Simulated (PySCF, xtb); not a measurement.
BGeH5O2S, SMILES OB(O)[S][GeH3].

GFN2-xTB in xtb at its own geometry gives an orbital gap of 5.53 eV and a dipole moment of 1.19 D.

The structure is a stationary point at PBE0-D3(BJ)/def2-SVP. The structure was generated by enumeration, and PubChem lists no compound with its InChIKey, so it may never have been made. One conformer was computed; it need not be the lowest.

Q: What does PBE/def2-TZVP (PySCF) give? (The exact figures need the calculation; the answer reports its results.)

A: gap 5.06 eV (levels -6.33 and -1.27 eV), dipole 2.04 D.
